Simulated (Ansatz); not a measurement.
Tetramethylammonium triflate (C₅H₁₂F₃NO₃S). Total charge 0; singlet. Geometry PBE-D4/def2-SVP; atoms count from 1.

Cartesian coordinates in Å:
```
C -2.1566 -1.1162 -1.1081
N -0.7217 -1.0584 -0.6858
C 0.0463 -0.1792 -1.6447
C -0.1246 -2.4325 -0.7071
C -0.6376 -0.5108 0.7195
H -2.2200 -1.5146 -2.1374
H -2.7160 -1.7695 -0.4134
H -2.5702 -0.0926 -1.0755
H -0.3460 0.8518 -1.5690
H 1.0954 -0.1262 -1.2915
H -0.0538 -0.6097 -2.6582
H -0.6807 -3.0830 -0.0074
H -0.1835 -2.8403 -1.7329
H 0.9310 -2.3536 -0.3916
H -1.2210 -1.1756 1.3824
H -1.0124 0.5283 0.7142
H 0.4323 -0.4487 0.9969
O 0.1841 2.3078 0.0095
S 1.6109 2.1285 0.4636
O 2.5735 3.1573 0.0208
O 2.0954 0.6955 0.3769
C 1.4579 2.3730 2.3282
F 2.6381 2.2023 2.9449
F 0.5828 1.4666 2.8481
F 0.9963 3.6000 2.6177
```

Q: Estimate the Mulliken populations from the PBE0/def2-TZVP orbitals of Ansatz.

A: 
| atom | charge (e) |
| --- | --- |
| C1 | -0.30 |
| N2 | 0.08 |
| C3 | -0.37 |
| C4 | -0.31 |
| C5 | -0.39 |
| H6 | 0.16 |
| H7 | 0.16 |
| H8 | 0.19 |
| H9 | 0.21 |
| H10 | 0.21 |
| H11 | 0.14 |
| H12 | 0.16 |
| H13 | 0.16 |
| H14 | 0.20 |
| H15 | 0.15 |
| H16 | 0.21 |
| H17 | 0.21 |
| O18 | -0.55 |
| S19 | 0.84 |
| O20 | -0.47 |
| O21 | -0.57 |
| C22 | 0.37 |
| F23 | -0.15 |
| F24 | -0.18 |
| F25 | -0.15 |
Mulliken values depend strongly on the basis.

Q: And the Mayer bond orders between heavy atoms (over 0.3)?

A: C1–N2 0.94 (1.50 Å); N2–C3 0.92 (1.51 Å); N2–C4 0.94 (1.50 Å); N2–C5 0.92 (1.51 Å); O18–S19 1.60 (1.51 Å); S19–O20 1.88 (1.48 Å); S19–O21 1.57 (1.52 Å); S19–C22 0.82 (1.89 Å); C22–F23 1.14 (1.34 Å); C22–F24 1.08 (1.36 Å); C22–F25 1.14 (1.34 Å).
